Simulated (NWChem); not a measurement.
# C2H7ClSi; SMILES C([SiH2]Cl)C

```xyz
11

Si     0.9103    -0.1790     0.1460
Cl    -0.5756    -1.6195    -0.0658
C      0.2679     1.4704    -0.4704
C     -0.9750     1.9846     0.2503
H      1.2683    -0.1193     1.5938
H      2.0941    -0.6255    -0.6437
H      1.1042     2.1878    -0.3797
H      0.0785     1.3659    -1.5530
H     -0.7860     2.1407     1.3243
H     -1.3151     2.9449    -0.1671
H     -1.8079     1.2701     0.1641
```
Atoms are numbered in this order, from 1.

All runs: NWChem. Structure relaxed at the PBE0/def2-SVP level. Vzz is the largest principal value of the second derivative of the potential at the nucleus (NWChem prints the opposite sign); η is the asymmetry. Non-relativistic.

**Question.** Predict the results for PBE0/cc-pVTZ. Quantities: Vzz Cl2 (a.u.); η Cl2.

**Answer.** 
```yaml
Vzz Cl2 (a.u.): 1.979
"η Cl2": 0.02
```
